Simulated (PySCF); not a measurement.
Species: C6H7N3O.
SMILES with atom numbers: `[CH2:1]=[CH:2][n:3]1[n:4][n:5][cH:6][c:7]1[C:8]([CH3:9])=[O:10]` (hydrogens: H11, H12 on C1; H13 on C2; H14 on C6; H15, H16, H17 on C9)

The same species was optimised twice, with GFN2-xTB and with PBE0-D3(BJ)/def2-SVP (PySCF), and the same property calculations (PySCF, gas phase) were run on both structures.

```csv
coordinate,GFN2-xTB,PBE0-D3(BJ)/def2-SVP,change
C2–N3 (Å),1.393,1.412,+0.019
C7–C8 (Å),1.463,1.476,+0.013
N4–N5 (Å),1.280,1.292,+0.012
N5–C6 (Å),1.339,1.348,+0.009
C1=C2 (Å),1.324,1.332,+0.008
C6–C7 (Å),1.391,1.385,-0.006
N3–N4 (Å),1.325,1.329,+0.004
N3–C7 (Å),1.373,1.371,-0.002
C8–C9 (Å),1.507,1.506,-0.001
C8=O10 (Å),1.212,1.213,+0.001
C7–C8–C9 (°),114.3,115.7,+1.4
C1–C2–N3 (°),122.0,123.0,+1.0
N3–N4–N5 (°),109.5,108.8,-0.7
C2–N3–N4 (°),122.1,121.3,-0.8
N4–N3–C7 (°),109.6,110.4,+0.8
C7–C8–O10 (°),123.1,122.4,-0.7
C9–C8–O10 (°),122.5,121.9,-0.6
N5–C6–C7 (°),108.5,108.8,+0.3
C1–C2–N3–N4 (°),0,-1,-1
C6–C7–C8–C9 (°),0,0,0
```

Rotational constants: A = 2121, B = 1254, C = 792.1 MHz (GFN2-xTB) against A = 2100, B = 1239, C = 783.0 MHz (PBE0-D3(BJ)/def2-SVP). Point groups within 0.08 Å: Cs and Cs.

On the GFN2-xTB structure: HOMO (eV) -7.57 [PBE0/pcSseg-1]; LUMO (eV) -2.34 [PBE0/pcSseg-1]; dipole (D) 2.26 [PBE0/pcSseg-1]; GIAO shielding of C1 (ppm) 71.6 [PBE0/pcSseg-1]; GIAO shielding of C2 (ppm) 50.7 [PBE0/pcSseg-1]; GIAO shielding of N3 (ppm) -14.2 [PBE0/pcSseg-1]; GIAO shielding of N4 (ppm) -134.6 [PBE0/pcSseg-1]; GIAO shielding of N5 (ppm) -119.3 [PBE0/pcSseg-1]; GIAO shielding of C6 (ppm) 43.5 [PBE0/pcSseg-1]; GIAO shielding of C7 (ppm) 50.8 [PBE0/pcSseg-1]; GIAO shielding of C8 (ppm) -6.5 [PBE0/pcSseg-1].

**Question.** What do these properties become on the PBE0-D3(BJ)/def2-SVP structure?

**Answer.** 
| property | level | on GFN2-xTB | on PBE0-D3(BJ)/def2-SVP | change |
| --- | --- | --- | --- | --- |
| HOMO (eV) | PBE0/pcSseg-1 | -7.57 | -7.56 | +0.01 |
| LUMO (eV) | PBE0/pcSseg-1 | -2.34 | -2.32 | +0.02 |
| dipole (D) | PBE0/pcSseg-1 | 2.26 | 2.40 | +0.14 |
| energy, GFN2-xTB geometry as zero (kcal/mol) | PBE0/pcSseg-1 | 0.0 | -0.9 | -0.9 |
| GIAO shielding of C1 (ppm) | PBE0/pcSseg-1 | 71.6 | 70.1 | -1.5 |
| GIAO shielding of C2 (ppm) | PBE0/pcSseg-1 | 50.7 | 47.8 | -2.9 |
| GIAO shielding of N3 (ppm) | PBE0/pcSseg-1 | -14.2 | -17.5 | -3.3 |
| GIAO shielding of N4 (ppm) | PBE0/pcSseg-1 | -134.6 | -139.4 | -4.8 |
| GIAO shielding of N5 (ppm) | PBE0/pcSseg-1 | -119.3 | -127.0 | -7.7 |
| GIAO shielding of C6 (ppm) | PBE0/pcSseg-1 | 43.5 | 42.0 | -1.5 |
| GIAO shielding of C7 (ppm) | PBE0/pcSseg-1 | 50.8 | 51.0 | +0.2 |
| GIAO shielding of C8 (ppm) | PBE0/pcSseg-1 | -6.5 | -7.2 | -0.7 |

The heavy atoms differ by 0.018 Å rms after alignment. Among bonds between heavy atoms C2–N3 changes most (+0.019 Å). Changes are differences of the printed values. Neither structure is proved a minimum here.

Shape of the structure used: `[CH2:1]=[CH:2][n:3]1[n:4][n:5][cH:6][c:7]1[C:8]([CH3:9])=[O:10]`: C1–C2–N3–N4 -1°, C6–C7–C8–C9 0°.
